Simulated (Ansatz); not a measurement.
Total energies of the cluster SbF₃ from Ansatz at PBE-D4/def2-TZVP, gas phase (1 Eh = 27.2114 eV = 2625.5 kJ/mol). The reference geometry is relaxed at B3LYP-D4/def2-TZVP.

Cartesian coordinates in Å:
```
Sb 0.230 -0.324 0.634
F 0.489 -1.150 -1.060
F -1.601 0.095 0.336
F 0.881 1.378 0.090
```

```json
{"state": "charge 0 singlet", "geometry": "reference", "energy (Eh)": "-539.75330"}
{"state": "charge 1 doublet", "geometry": "reference", "energy (Eh)": "-539.31620"}
{"state": "charge 1 doublet", "geometry": "relaxed at B3LYP-D4/def2-TZVP", "energy (Eh)": "-539.32402"}
{"state": "charge 0 triplet", "geometry": "relaxed at B3LYP-D4/def2-TZVP", "energy (Eh)": "-539.56830"}
{"state": "charge 0 quintet", "geometry": "relaxed at B3LYP-D4/def2-TZVP", "energy (Eh)": "-539.40915"}
{"state": "free Sb atom (quartet)", "geometry": "–", "energy (Eh)": "-240.20743"}
{"state": "free F atom (doublet)", "geometry": "–", "energy (Eh)": "-99.66912"}
```

In the def2 sets Sb takes a core potential; there is no spin–orbit coupling.

**Question.** Work out the vertical ionisation energy to the doublet.

**Answer.** E(charge 1 doublet) − E(charge 0 singlet) = -539.31620 − (-539.75330) = 0.43710 Eh = 11.89 eV. For comparison, −ε of the highest occupied level is 8.40 eV at this level, 3.49 eV less.

**Question.** How much does the charge 1 doublet relax, and what is the adiabatic ionisation energy?

**Answer.** Relaxation: -539.31620 − (-539.32402) = 0.00782 Eh = 0.21 eV. Adiabatic ionisation energy: 0.42928 Eh = 11.68 eV, without zero-point energy. 

**Question.** Which of the charge 0 states is lowest, and how far above it are the others?

**Answer.** The singlet. triplet: -539.56830 − (-539.75330) = 0.18500 Eh = 485.7 kJ/mol; quintet: -539.40915 − (-539.75330) = 0.34415 Eh = 903.6 kJ/mol. The quintet differs in its bonds from the reference.

**Question.** What is the binding energy per atom against free atoms?

**Answer.** Atoms: 1 × (-240.20743) + 3 × (-99.66912) = -539.21479 Eh. Binding: -539.21479 − (-539.75330) = 0.53851 Eh = 14.65 eV, or 3.66 eV for each of 4 atoms (no zero-point energy, no counterpoise term).

The structure comes from a short search, and lower isomers may exist.
